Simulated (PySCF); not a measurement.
**Property card for `C1CN[SiH2]C1`**

Compound: C₃H₉NSi.
Atom-mapped SMILES: `[CH2:1]1[CH2:2][NH:3][SiH2:4][CH2:5]1` (hydrogens: H6, H7 on C1; H8, H9 on C2; H10 on N3; H11, H12 on Si4; H13, H14 on C5)

Some functional groups and rings: Si–H bond and C–Si bond.

From PBE0-D3(BJ)/def2-SVP geometry optimisation, gas phase (PySCF):

```
Point group                  : C1
Rotational constants A, B, C : 5.932, 4.270, 2.753 GHz
```

**PBE0/def2-SVPD ground state, ΔSCF and vertical TDDFT (core frozen in the response) (PySCF)**

```
Dipole moment                                                     : 0.95 D
HOMO energy                                                       : -6.53 eV
LUMO energy                                                       : 0.58 eV
HOMO–LUMO gap                                                     : 7.11 eV
Lowest singlet excitation                                         : 5.75 eV (216 nm, f = 0.004)
Strongest line among the 10 lowest singlet transitions            : S10 at 7.90 eV (157 nm, f = 0.091)
Lowest triplet excitation (Tamm–Dancoff)                          : 5.46 eV
Static isotropic polarisability                                   : 69.0 au
Vertical ionisation energy                                        : 8.55 eV
Electronic spatial extent ⟨r²⟩ about the centre of nuclear charge : 521 bohr²
```

B3LYP/pcSseg-2 ground state and GIAO shieldings, non-relativistic (PySCF):

```
13C chemical shifts (computed TMS as zero) by class         : 51.0 (C2), 31.0 (C1), 10.6 (C5) ppm
1H chemical shifts (computed TMS as zero) by class          : 4.86 (H11/H12), 3.12 (H8/H9), 1.85 (H6/H7), 0.97 (H13/H14), 0.26 (H10) ppm
Isotropic shieldings of nuclei other than C and H, by class : 231 (N3), 353 (Si4) ppm
```

delta-SCF UKS SCAN, pcX-2 on the ionised atom, pcseg-1 elsewhere, spin-free X2C; 2p3/2 from a spin–orbit splitting computed afterwards within the 2p shell (PySCF):

```
Core binding energies : Si2p3/2 106.4 (Si4), C1s 290.0 (C5), C1s 290.6 (C1), C1s 291.4 (C2), N1s 404.1 (N3), Si1s 1846.3 (Si4) eV
```

Monoisotopic mass (most abundant isotopes): 87.0504 u.

With B = h/(8π²I), that is 505.379 GHz u Å² over I, the principal moments of inertia are 85.2, 118.4 and 183.6 u Å² (most abundant isotopes); the inertial defect Ic − Ia − Ib is -20.0 u Å² (zero for a rigid planar frame, negative otherwise). The largest Löwdin shares of the HOMO are 0.55 on N3, 0.12 on C2, 0.10 on Si4 and 0.06 on H9. The principal polarisabilities are 61.4, 67.6 and 78.1 au; their mean is the isotropic value. The 10 singlets span 5.75 to 7.90 eV, and their oscillator strengths add up to 0.25. The polarisability is 10.23 Å³ as a volume (1 au = 0.148185 Å³), or 1.44 au for each of the 48 electrons. In atomic units the dipole is 0.38 e·bohr (1 au = 2.5417 D). The ΔSCF ionisation energy exceeds −ε(HOMO) by 2.02 eV with PBE0.

 NMR classes are plain means over equivalent atoms (diastereotopic ones count apart unless rotation or inversion swaps them), as if these changed places fast; in this geometry the members of some classes differ.

One conformer stands for the species.
